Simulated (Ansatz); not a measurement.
Relaxation of FH6OPSi (10 atoms, charge 0, multiplicity 1), to a largest force component of 0.03 eV/Å in at most 50 steps.

The calculation used RKS r2SCAN-D4/6-31G* (Ansatz 0.2.0).

```xyz
10
Properties=species:S:1:pos:R:3:forces:R:3
Si -0.027 -0.156 -0.032 -0.35 -0.35 -0.45
H -0.027 -0.251 1.434 -0.13 -0.36 0.24
O 1.486 -0.222 -0.675 0.06 0.00 -0.11
H 1.926 -1.082 -0.651 0.04 -0.04 0.02
H -0.658 1.098 -0.488 0.01 0.00 -0.03
F -0.890 -1.402 -0.586 0.03 0.02 0.05
P 1.560 2.502 1.368 0.28 0.41 0.21
H 2.634 1.573 1.471 -0.01 0.02 0.00
H 1.462 2.336 -0.038 -0.01 0.02 0.02
H 0.592 1.502 1.660 0.09 0.28 0.05
```

Where does it end, and by what steps?

It converged. The force dipped under the threshold on the way, but the program's further checks kept it going. After 15 steps the energy has fallen by 0.240 eV; H10 moved furthest, 0.86 Å.

```json
{"step": "0", "energy less start (eV)": "0.0000", "largest force component (eV/Å)": "0.451", "accepted": "yes"}
{"step": "1", "energy less start (eV)": "-0.1641", "largest force component (eV/Å)": "0.166", "accepted": "yes"}
{"step": "2", "energy less start (eV)": "-0.2162", "largest force component (eV/Å)": "0.122", "accepted": "yes"}
{"step": "3", "energy less start (eV)": "-0.2274", "largest force component (eV/Å)": "0.210", "accepted": "yes"}
{"step": "4", "energy less start (eV)": "-0.1921", "largest force component (eV/Å)": "0.746", "accepted": "no"}
{"step": "5", "energy less start (eV)": "-0.2345", "largest force component (eV/Å)": "0.103", "accepted": "yes"}
{"step": "6", "energy less start (eV)": "-0.2343", "largest force component (eV/Å)": "0.170", "accepted": "no"}
{"step": "7", "energy less start (eV)": "-0.2359", "largest force component (eV/Å)": "0.025", "accepted": "yes"}
{"step": "8", "energy less start (eV)": "-0.2368", "largest force component (eV/Å)": "0.028", "accepted": "yes"}
{"step": "9", "energy less start (eV)": "-0.2375", "largest force component (eV/Å)": "0.054", "accepted": "yes"}
{"step": "10", "energy less start (eV)": "-0.2379", "largest force component (eV/Å)": "0.102", "accepted": "yes"}
{"step": "11", "energy less start (eV)": "-0.2384", "largest force component (eV/Å)": "0.090", "accepted": "yes"}
{"step": "12", "energy less start (eV)": "-0.2392", "largest force component (eV/Å)": "0.032", "accepted": "yes"}
{"step": "13", "energy less start (eV)": "-0.2393", "largest force component (eV/Å)": "0.099", "accepted": "yes"}
{"step": "14", "energy less start (eV)": "-0.2396", "largest force component (eV/Å)": "0.045", "accepted": "yes"}
{"step": "15", "energy less start (eV)": "-0.2397", "largest force component (eV/Å)": "0.007", "accepted": "yes"}
```

```xyz
10
Properties=species:S:1:pos:R:3
Si -0.119 -0.397 -0.132
H 0.010 -0.635 1.331
O 1.353 -0.333 -0.871
H 1.979 -1.038 -0.658
H -0.784 0.882 -0.454
F -1.006 -1.608 -0.710
P 1.934 2.721 1.462
H 2.427 1.388 1.563
H 1.642 2.579 0.077
H 0.619 2.338 1.854
```

Run time: 43 s on 2 threads of Arm Neoverse V2 (shared host), peak memory 0.17 GiB.
